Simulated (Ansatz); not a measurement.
Molecule: C₃H₅O (charge 0, doublet). It need not be the lowest isomer of its formula. 
Coordinates optimised at B3LYP-D3(BJ)/def2-TZVP (Ansatz, a first-principles code):
```xyz
9

C     -1.5629     0.0749    -0.0292
C     -0.3597    -0.4411    -0.7157
C      0.9559    -0.0973    -0.0618
O      1.0792     0.5467     0.9459
H     -1.4634     0.6541     0.8760
H     -2.5460    -0.1246    -0.4290
H     -0.2923    -0.0903    -1.7590
H     -0.3792    -1.5384    -0.8230
H      1.8474    -0.4935    -0.5920
```
Charge 0, spin multiplicity 2.

Basis-set convergence of Hartree-Fock and CCSD correlation energies (hartree) with Ansatz. Valence correlation only, unless marked. Open shells are spin-unrestricted. Spin-orbit coupling is left out. Non-relativistic.

| basis | functions | E(HF) | E(corr, CCSD) |
|---|---|---|---|
| aug-cc-pVDZ | 137 | -191.34719 | -0.63070 |
| aug-cc-pVTZ | 299 | [?] | [?] |

Task: Some entries are withheld; supply them.

Result: 
- aug-cc-pVTZ, E(HF): -191.39311
- aug-cc-pVTZ, E(corr, CCSD): -0.74358
